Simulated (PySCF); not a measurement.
## Spinor energies of Rb¹¹⁺ (rubidium, charge +11)

Start: [Ar] 3d8; 3d3/2 filled at m_j = -3/2, -1/2, +1/2, +3/2; 3d5/2 filled at m_j = -1/2, +1/2, +3/2, +5/2. Calculated with PySCF 2.14 in an uncontracted even-tempered set (17 s from 0.76 bohr⁻², ratio 2.8; 13 p from 0.98 bohr⁻², ratio 2.8; 9 d from 0.98 bohr⁻², ratio 2.8; 4 f from 5.5 bohr⁻², ratio 3): generalised Hartree-Fock with the X2C-1e Hamiltonian and a Gaussian nucleus; spin-orbit coupling (SO) screened by Boettger's factors.

| spinor shell | electrons | ε, screened SO (eV) | weight of nominal j (screened SO) | rms radius, screened SO (bohr) |
| --- | --- | --- | --- | --- |
| 1s1/2 | 2 | -15544.0 | 1.000 | 0.0464 |
| 2s1/2 | 2 | -2361.7 | 1.000 | 0.192 |
| 2p1/2 | 2 | -2160.8 | 0.999 | 0.169 |
| 3s1/2 | 2 | -574.09 | 1.000 | 0.532 |
| 3p1/2 | 2 | -502.19 | 0.946 | 0.533 |
| 3p3/2 | 4 | -487.07 | 0.973 | 0.542 |
| 3d3/2 | 4 | -364.94 | 0.696 | 0.528 |
| 3d5/2 | 4 | -362.37 | 0.729 | 0.530 |

Where does 2p3/2 lie, and what is the 2p spin-orbit splitting (screened SO)?

At -2097.2 eV, 63.682 eV above 2p1/2.

| quantity | screened SO |
| --- | --- |
| E (hartree) | -2933.60220 |
| M_J | 4 |
| ⟨J²⟩ | 20.002 |
| ⟨L²⟩ | 12.068 |
| ⟨S²⟩ | 1.988 |

Each row is a mean over spinors that exchange with the open shell spreads, by up to 17.982 eV (3p3/2).

Rows whose weight is well below 1 are mixtures of j = l ± 1/2: exchange outweighs spin-orbit coupling there, and the label is only the starting occupation.

Breit and QED terms are absent; they matter most for the inner s and p1/2 levels.

Densities and radii are taken from the X2C orbitals without a picture-change correction, which distorts them close to the nucleus.
